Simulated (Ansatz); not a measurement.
`CC[O][Zn][Cl]` and `[SiH3][O][Zn][Cl]` differ in one atom or group.

Ansatz, PBE0-D4/def2-TZVP geometries, multiplicity 1. Each molecule was computed in one conformer, which needn't be the lowest.

Scalar relativity is left out up to krypton.

```
                                      property  `CC[O][Zn][Cl]`
       HOMO–LUMO gap (ωB97M-V/def2-TZVPP) / eV            10.49
          HOMO–LUMO gap (PBE0/def2-TZVPP) / eV             6.41
             LUMO energy (PBE/def2-TZVPP) / eV            -2.16
         HOMO–LUMO gap (B3LYP/def2-TZVPP) / eV             5.87
size of the dipole moment (PBE/def2-TZVPP) / D             1.52
           HOMO energy (B3LYP/def2-TZVPP) / eV            -7.44
```

Give the same properties after the change, and the shifts. (An estimate is asked.)

Ansatz gave: 
```tsv
property	`[SiH3][O][Zn][Cl]`	shift
HOMO–LUMO gap (ωB97M-V/def2-TZVPP) / eV	10.99	0.50
HOMO–LUMO gap (PBE0/def2-TZVPP) / eV	6.95	0.54
LUMO energy (PBE/def2-TZVPP) / eV	-2.50	-0.34
HOMO–LUMO gap (B3LYP/def2-TZVPP) / eV	6.42	0.55
size of the dipole moment (PBE/def2-TZVPP) / D	0.07	-1.45
HOMO energy (B3LYP/def2-TZVPP) / eV	-8.31	-0.87
```

With PBE0 the HOMO falls by 0.87 eV and the LUMO falls by 0.32 eV, so the gap widens by about 0.55 eV. PBE moves the HOMO by -0.93 eV and ωB97M-V by -0.77 eV. The zero-point energy changes by -106.7 kJ/mol with -9 modes. Dipoles are sizes alone; their direction can turn.

B3LYP here is the variant with VWN-RPA as its local correlation; programs differ in this.
